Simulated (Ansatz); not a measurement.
CH₄AlNOSi, SMILES `[OH][Al]1[CH]=N[SiH2]1`. Total charge 0; spin multiplicity 1.

```csv
atom,x (Å),y (Å),z (Å)
O1,1.618,0.578,-2.107
Al2,0.591,0.252,-0.804
C3,-0.969,1.176,0.034
N4,-1.267,0.374,0.985
Si5,-0.205,-1.067,1.068
H6,2.347,0.040,-2.412
H7,-1.569,2.087,-0.092
H8,-1.015,-2.309,0.933
H9,0.469,-1.132,2.395
```

Q: Give the diagnostics of a CCSD(T)/def2-TZVPP run (frozen core, the Gaussian-basis code of Ansatz). (Estimate.)

A: The calculation gave: T1 = 0.0169, largest single amplitude 0.036, largest double 0.053, (T) share of the correlation energy 4.4 %, 12 CCSD cycles. The RHF solution is stable towards an unrestricted one. T1 lies under the customary mark of 0.02 for closed shells.
